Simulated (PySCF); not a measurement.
Species: C5H16Si2.
Numbering: `[CH3:1][CH2:2][CH2:3][SiH2:4][CH2:5][CH2:6][SiH3:7]` (hydrogens: H8, H9, H10 on C1; H11, H12 on C2; H13, H14 on C3; H15, H16 on Si4; H17, H18 on C5; H19, H20 on C6; H21, H22, H23 on Si7)

Geometry (PBE0-D3(BJ)/def2-SVP, Å), atoms numbered from 1 in this order:
```xyz
23
C5H16Si2 angstrom
C     -4.2785    0.4470    0.2640
C     -2.8800    0.5768   -0.3211
C     -1.8172   -0.1821    0.4723
Si    -0.0654   -0.0271   -0.2076
C      1.1518   -1.0012    0.8643
C      2.5808   -1.1408    0.3256
Si     3.5604    0.4653    0.1354
H     -4.3156    0.8327    1.2957
H     -5.0204    1.0051   -0.3281
H     -4.6003   -0.6065    0.2956
H     -2.6041    1.6444   -0.3791
H     -2.8849    0.2171   -1.3650
H     -2.0731   -1.2566    0.5175
H     -1.8063    0.1655    1.5217
H     -0.0131   -0.5438   -1.6154
H      0.3240    1.4202   -0.2505
H      1.1610   -0.5286    1.8631
H      0.7079   -2.0016    1.0175
H      3.1760   -1.7965    0.9856
H      2.5763   -1.6399   -0.6598
H      4.9944    0.1468   -0.1477
H      3.0370    1.3035   -0.9866
H      3.4890    1.2703    1.3957
```

The closed-shell ground state was solved at several levels (PySCF, density fitting, gas phase, non-relativistic).

```csv
level,basis functions,total energy (Eh),HOMO (eV),LUMO (eV),gap (eV),dipole (D)
HF/pcSseg-1,213,-776.4535,-11.18,3.75,14.93,1.31
PBE0/pcSseg-1,213,-778.6059,-8.15,0.67,8.82,1.38
```

(1) Estimate the row for wB97X-D/def2-SVPD, a basis of 276 functions; the other rows only guide the guess.

(2) Over all these levels, which gives the widest orbital gap and which the narrowest?

(3) How far do the dipole and the HOMO energy spread over the levels?

Results:

(1) Total energy -778.7729 Eh, HOMO -9.95 eV, LUMO 2.03 eV, gap 11.98 eV, dipole 1.40 D.

(2) HF/pcSseg-1 (Hartree–Fock, all exact exchange) has the widest, 14.93 eV, and PBE0/pcSseg-1 (global hybrid, 25 % exact exchange) the narrowest, 8.82 eV. The two share the basis. From the narrowest to the widest the HOMO moves by -3.03 eV and the LUMO by +3.08 eV. The HOMO need not be the same orbital at Hartree–Fock and at DFT levels.

(3) The dipole runs from 1.31 to 1.40 D (mean 1.36 D) and the HOMO from -11.18 to -8.15 eV.

One conformer stands for the species.

wB97X-D is run here without its empirical dispersion term; that term would change no orbital, density or response property at a fixed geometry.
